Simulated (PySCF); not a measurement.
**Adding and removing an electron: CuBr**

PBE; Cu def2-TZVPPD, Br def2-TZVPPD; no relativity (PySCF 2.14). Neutral (UKS): singlet (closed shell), Re = 2.198 Å, ωe = 304 cm⁻¹, De = 3.44 eV, HOMO -5.97 eV, LUMO -3.93 eV.

CuBr⁺ (UKS): doublet (π ↑), Re = 2.223 Å, ωe = 283 cm⁻¹, De = 2.07 eV to Cu⁺ (3d10) + Br. The energies at the minima are -4214.09244 hartree for CuBr and -4213.74233 for CuBr⁺.

Q: Work out the adiabatic ionisation energy, without and with harmonic zero-point energies (1 hartree = 27.2114 eV, 1 eV = 8065.5 cm⁻¹), and the change of the bond length.

A: At PBE: 0.35011 hartree = 9.527 eV between the minima; the zero-point term (283.0 − 304.0)/2 cm⁻¹ = -0.001 eV makes it 9.526 eV. Re changes by +2.5 pm against the neutral. Minus the HOMO energy is 5.97 eV, -3.56 eV from the value between the minima; self-interaction puts the Kohn–Sham level too high, less so with exact exchange. The electron leaves a π orbital; in so polar a molecule the change of length follows mostly from the change of the ionic charges.

CuBr⁻ (UKS): doublet (σ ↑), Re = 2.347 Å, ωe = 209 cm⁻¹, De = 1.38 eV to Cu (3d10 4s1) + Br⁻. The energies at the minima are -4214.09244 hartree for CuBr and -4214.14563 for CuBr⁻.

Q: Work out the adiabatic electron affinity, without and with harmonic zero-point energies (1 hartree = 27.2114 eV, 1 eV = 8065.5 cm⁻¹), and the change of the bond length.

A: At PBE: 0.05319 hartree = 1.447 eV between the minima; the zero-point term (304.0 − 209.0)/2 cm⁻¹ = +0.006 eV makes it 1.453 eV. Re changes by +14.9 pm against the neutral. The electron enters a σ orbital; in so polar a molecule the change of length follows mostly from the change of the ionic charges.

Spin–orbit coupling is left out. For an ion De counts to the pair picked by the measured ionisation energies or electron affinities, which need not be the lowest pair at this level. The highest Kohn–Sham level is positive in this anion. Much of that is self-interaction error, but it also means that the finite basis helps to hold the extra electron. The state is the lowest single determinant that the PBE0 search found; with open d or f shells the true ground state can be another one.
